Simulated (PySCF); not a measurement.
PySCF 2.14 output of an unrestricted MN15 calculation on a single atom or ion in def2-TZVP with the def2 core potential (60 electrons), with a scalar-relativistic core potential:

```
SCF conv_tol = 1e-09
number electrons alpha = 8  beta = 4
    H. S. Yu, X. He, S. L. Li, and D. G. Truhlar.,  Chem. Sci. 7, 5032-5051 (2016)
    H. S. Yu, X. He, S. L. Li, and D. G. Truhlar.,  Chem. Sci. 7, 5032-5051 (2016)
cycle= 1 E= -65.955054904194  delta_E= -0.00512  |g|= 0.0139  |ddm|= 0.264
cycle= 2 E= -65.9551146394143  delta_E= -5.97e-05  |g|= 0.00423  |ddm|= 0.0251
cycle= 3 E= -65.9551225661771  delta_E= -7.93e-06  |g|= 0.000614  |ddm|= 0.00554
cycle= 4 E= -65.9551242294072  delta_E= -1.66e-06  |g|= 0.000341  |ddm|= 0.00383
cycle= 5 E= -65.9551258953599  delta_E= -1.67e-06  |g|= 0.00026  |ddm|= 0.00506
cycle= 6 E= -65.955128178383  delta_E= -2.28e-06  |g|= 2.53e-05  |ddm|= 0.0152
cycle= 7 E= -65.9551281868214  delta_E= -8.44e-09  |g|= 1.15e-06  |ddm|= 0.00101
cycle= 8 E= -65.9551281868296  delta_E= -8.17e-12  |g|= 1.51e-07  |ddm|= 2.9e-05
converged SCF energy = -65.9551281868296  <S^2> = 6.0012934  2S+1 = 5.0005173
```

The run itself started from symmetry-adapted Hartree-Fock orbitals and held the occupation by maximum overlap, on a logarithmic radial grid, so the iterations belong to that start.

**Question.** Which element, charge and spin multiplicity is this?

**Answer.** W²⁺ (tungsten, charge +2), multiplicity 5; the state was [Xe] 4f14 5d4, high-spin 5D determinant.

Energies and moments cover only the electrons outside the core potential. Spin-orbit coupling, absent here, splits the open shell strongly.
